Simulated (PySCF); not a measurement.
## Solvent effects on NMR parameters

Geometry:
```
atom   x (Å)   y (Å)   z (Å)
 Al1   2.236  -0.200   0.728
  C2   0.810   0.143  -0.590
  C3  -0.112   1.298  -0.156
  C4  -1.159   0.585   0.693
  C5  -1.475  -0.670  -0.122
  C6  -0.146  -1.065  -0.805
  H7   2.871   1.010   1.553
  H8   2.774  -1.685   0.965
  H9   1.334   0.397  -1.531
 H10   0.405   2.108   0.384
 H11  -0.606   1.761  -1.031
 H12  -2.048   1.197   0.912
 H13  -0.718   0.307   1.670
 H14  -2.230  -0.422  -0.886
 H15  -1.900  -1.481   0.488
 H16  -0.305  -1.267  -1.876
 H17   0.256  -2.002  -0.384
```

GIAO PBE0/pcSseg-1 in PySCF 2.14 on one PBE0-D3(BJ)/def2-SVP conformer, non-relativistic, equivalent nuclei averaged. Solvents enter as an IEF-PCM continuum (methanol with ε = 32.6, water with ε = 78.4) around the gas-phase geometry. Shifts are referred to AlH4-, TMS computed in the same medium.

Gas phase, δ in ppm: Al1 231.3, C4/C5 30.9, C3/C6 29.8, C2 27.5, H7/H8 5.45, H10/H17 2.03, H11/H16 1.81, H12/H14 1.61, H13/H15 1.16, H9 0.64. Dipole moment 0.90 D.

**Question.** How does each δ change in the continuum?

**Answer.** 
```csv
atoms,environment,"Δδ, methanol","Δδ, water"
Al1,"aluminium bonded to C, 2 H",-37.7,-38.7
C4/C5,sp3 CH2 in a ring,+0.2,+0.2
C3/C6,sp3 CH2 in a ring,+0.6,+0.7
C2,sp3 CH bonded to Al,-0.7,-0.8
H7/H8,hydrogen on an aluminium bonded to C,-0.57,-0.59
H10/H17,hydrogen on an sp3 CH2 in a ring,-0.09,-0.09
H11/H16,hydrogen on an sp3 CH2 in a ring,-0.07,-0.07
H12/H14,hydrogen on an sp3 CH2 in a ring,-0.06,-0.07
H13/H15,hydrogen on an sp3 CH2 in a ring,+0.12,+0.12
H9,hydrogen on an sp3 CH bonded to Al,+0.15,+0.16
```

Changes are relative to the gas phase. The dipole moment becomes 1.01 D in methanol, 1.01 D in water.

**Question.** Which nuclei move most (in ppm), and what does the model miss?

**Answer.** Al1 (aluminium bonded to C, 2 H, -38.7 ppm) in water. A continuum only polarises the solute; specific hydrogen bonds, the anisotropy of aromatic solvents and changes of geometry or conformer are outside it.
